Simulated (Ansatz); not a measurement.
Ansatz (an electronic-structure program) input (RI-MP2/def2-TZVPP):
A basis named .json is the Basis Set Exchange file of that set.

Ansatz 0.2 input:
```yaml
crystal:
  periodic: [false, false, false]
  atoms:
    - {symbol: Mo, position_ang: [0.06272562, -0.02080407, -0.01490066]}
    - {symbol: O, position_ang: [1.60359184, -0.53185974, -0.38093799]}
    - {symbol: F, position_ang: [-0.74769937, -0.40729358, 1.63935169]}
    - {symbol: F, position_ang: [-0.97043517, 0.97714344, -1.23120374]}
basis:
  gaussian:
    orbitals: def2-TZVPP
    fitting: {mean_field: def2-universal-jkfit, correlation: def2-TZVPP-RIFIT.json}
magnetization: {spin_polarized: true, initial_magnetization: 2}
correlation: {method: mp2, electrons: outside_noble_gas}
```

Output:

```
Functional definition: HF
integrals: 0.09 GiB planned
486 factors; integrals over basis functions are off by at most 1.6e0 eV
404 factors; integrals over basis functions are off by at most 1.3e0 eV
mean field: 0.39 GiB planned
mean field evaluation 1: about -9283.5453 eV, gradient 4.9e1 eV
mean field evaluation 2: about -9272.9877 eV, gradient 7.8e1 eV
mean field evaluation 4: about -9292.8825 eV, gradient 4.2e0 eV
mean field evaluation 8: about -9293.1221 eV, gradient 6.4e-1 eV
mean field evaluation 16: about -9292.7490 eV, gradient 3.7e0 eV
mean field evaluation 32: about -9289.9227 eV, gradient 2.9e0 eV
mean field evaluation 64: about -9293.1938 eV, gradient 4.9e-1 eV
mean field -9293.19925162 eV, -341.5187733402 hartree, gradient 3.6e-6 eV, S^2 2.272781; 7 other end points of the search recorded, 0 dependent functions left out
7 core orbitals not correlated
reference -9293.19925162 eV, -341.5187733402 hartree; 14, 12 occupied and 128, 130 virtual orbitals, 404 factors
second order -25.29165647 eV of doubles, -0.00000000 eV of singles
Total energy: -9318.49090809 eV, -342.4482245723 hartree
```

The spin state was set by rule; other spins were not relaxed.

The determinant is spin-contaminated: <S^2> is 2.27 against 2.00 for a pure state.
